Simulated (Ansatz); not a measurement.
Reactions of CH5BFInS, SMILES `[F][InH][CH2]BS`.

Calculated with Ansatz (gas phase, PBE0-D4/def2-TZVP geometries, no zero-point term in ΔE). CCSD(T)/CBS is the MP2 limit (def2-TZVPP, def2-QZVPP) plus CCSD(T) − MP2 in def2-TZVPP, frozen cores. This one scheme is used for every species. Functionals use def2-TZVPP. def2 core potentials past Kr. For I, In outer-core shells are correlated without core-valence functions, which leaves a few kJ/mol of doubt a bond. Each species was taken in one conformer, which may not be the lowest.

```csv
reaction,ωB97M-V (kJ/mol),PBE-D4 (kJ/mol),ωB97X-V (kJ/mol),B2PLYP (kJ/mol),CCSD(T)/CBS(def2) (kJ/mol)
`[F][InH][CH2]BS` + `CC(C)N` → `CC(C)[NH][InH][F]` + `CBS`,1,4,-4,-4,0
`[F][InH][CH2]BS` + H₂S → `[F][InH][SH]` + `CBS`,-78,-75,-81,-83,-70
`[F][InH][CH2]BS` + HI → `[F][InH][I]` + `CBS`,-127,-121,-131,-134,-124
`[F][InH][CH2]BS` + `C=C` → `C=C[CH2][InH][F]` + `BS`,67,63,63,60,69
```

Largest T1 diagnostic: 0.016, for `[F][InH][SH]`.
